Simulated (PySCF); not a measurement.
**Exercise with solution: oscillator strength and radiative lifetime**

Ga(Me)2(NCO) (C₃H₆GaNO), SMILES [CH3][Ga]([CH3])[N]=C=O.

Geometry optimised at PBE0-D3(BJ)/def2-SVP. One conformer was computed; it need not be the lowest.

TDA-PBE/def2-SVPD in PySCF 2.14.0 puts the first singlet state with f over 0.02 at 5.53 eV (vertical), with the transition dipole (0.856, -0.367, 0.406) in atomic units.

Task: Find the oscillator strength, the wavelength and the radiative lifetime that this transition would have in vacuum if emission retraced absorption.

Result: 
|μ|² = 1.0323 au, so |μ| = 2.58 D. ΔE = 5.53/27.211 = 0.2032 hartree. f = (2/3) ΔE |μ|² = 0.140 (the program prints 0.140).
λ = 1239.84/5.53 = 224 nm; ν = 44602 cm⁻¹.
Einstein's coefficient A = 0.6670 ν² f s⁻¹ (ν in cm⁻¹) = 1.9e8 s⁻¹, so τ = 1/A = 5.4 ns. This state is S2; the lower singlet has f = 0.000. The figure is the radiative limit of this one transition; relaxation, internal conversion, crossing to triplets and a medium change what is measured.
